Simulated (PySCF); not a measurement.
Spin-orbit coupling and the first ionisation energy along the lanthanides

Two-component X2C-1e calculated with PySCF 2.14: MP2 on generalised Hartree-Fock spinors (GMP2), with spin-orbit coupling off and on (screened by Boettger's factors); no Breit or QED terms. Values in eV; the references (NIST) lie between the lowest levels. Elements whose determinants are no pure J levels are left out.

```
                              element                     configurations  spin-free  with spin-orbit  shift  reference
Eu (x2c-TZVPall-2c, [Ar] 3d10 frozen)        [Xe] 4f7 6s2 → [Xe] 4f7 6s1      5.532            5.534  0.002      5.670
Tb (x2c-TZVPall-2c, [Ar] 3d10 frozen)        [Xe] 4f9 6s2 → [Xe] 4f9 6s1      5.721            5.724  0.003      5.864
Dy (x2c-TZVPall-2c, [Ar] 3d10 frozen)      [Xe] 4f10 6s2 → [Xe] 4f10 6s1      5.802            5.805  0.003      5.939
Ho (x2c-TZVPall-2c, [Ar] 3d10 frozen)      [Xe] 4f11 6s2 → [Xe] 4f11 6s1      5.887            5.890  0.003      6.021
Er (x2c-TZVPall-2c, [Ar] 3d10 frozen)      [Xe] 4f12 6s2 → [Xe] 4f12 6s1      5.965            5.968  0.003      6.108
Tm (x2c-TZVPall-2c, [Ar] 3d10 frozen)      [Xe] 4f13 6s2 → [Xe] 4f13 6s1      6.045            6.049  0.004      6.184
Yb (x2c-TZVPall-2c, [Ar] 3d10 frozen)      [Xe] 4f14 6s2 → [Xe] 4f14 6s1      6.119            6.124  0.004      6.254
Lu (x2c-TZVPall-2c, [Ar] 3d10 frozen)  [Xe] 4f14 5d1 6s2 → [Xe] 4f14 6s2      4.893            5.078  0.186      5.426
```

The largest shift is at Lu, 0.186 eV, where spin-orbit coupling lowers the species with more electrons by more than the one with fewer (starting occupations 5d3/2^1 and closed).

What remains against the references is mostly the basis and correlation beyond MP2.
